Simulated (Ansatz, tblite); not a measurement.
Removing an electron: (HMg-mu-OH)2 (Mg2O2H4). The state is a singlet with charge 0. Geometry: PBE-D4/def2-SVP. Ansatz, gas phase; energy differences of separate SCF runs; the oxidised species was run as a doublet alone.

| atom | x (Å) | y (Å) | z (Å) |
| --- | --- | --- | --- |
| Mg1 | -0.255 | -1.463 | -0.016 |
| H2 | -0.548 | -3.149 | -0.034 |
| O3 | -0.753 | 0.142 | -1.041 |
| Mg4 | 0.255 | 1.463 | 0.016 |
| H5 | 0.549 | 3.149 | 0.034 |
| O6 | 0.753 | -0.143 | 1.041 |
| H7 | -1.318 | 0.249 | -1.820 |
| H8 | 1.317 | -0.249 | 1.822 |

The xTB rows come from tblite.

| level | −HOMO (eV) | vertical IE (eV) | −LUMO (eV) | HOMO–LUMO gap (eV) |
| --- | --- | --- | --- | --- |
| GFN1-xTB | 11.77 | 14.75 | 6.60 | 5.18 |
| GFN2-xTB | 10.75 | 13.56 | 7.15 | 3.61 |
| PBE-D4/def2-TZVP | 5.97 | 8.64 | 1.38 | 4.59 |

(1) Estimate the rows for r2SCAN-D4/def2-TZVP, PBE0-D4/def2-TZVP.

Results:

(1) 
```tsv
level	−HOMO (eV)	vertical IE (eV)	−LUMO (eV)	HOMO–LUMO gap (eV)
r2SCAN-D4/def2-TZVP	6.20	8.73	0.86	5.34
PBE0-D4/def2-TZVP	7.15	9.05	0.64	6.50
```

  Raw xTB energy differences between charge states are shifted by several eV; the methods need an empirical correction for them.
